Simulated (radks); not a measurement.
Values are calculated unless marked as measured or tabulated.
Task: Successive ionisation energies (eV) of one element, from differences of total energies of ions in their ground configurations, starting at charge 0: 11.131, 19.846, 29.329, 39.426, 50.034, 75.314, 88.238, 151.41, 175.25, 199.92, 225.38, 251.60, 278.56, 306.22, 334.57, 363.58, 393.23, 510.69, 542.68, 575.05, 607.75, 640.75. Code: a radial shooting solver on a logarithmic mesh with Libxc functionals. Model: scalar-relativistic Kohn-Sham, PBE, spin-unpolarised, spherical densities, point nucleus. Which element is it?

Result: Iodine (Z = 53). The first species listed is I in [Kr] 4d10 5s2 5p5, the last I21+ in [Ar] 3d10 4s2 4p2.
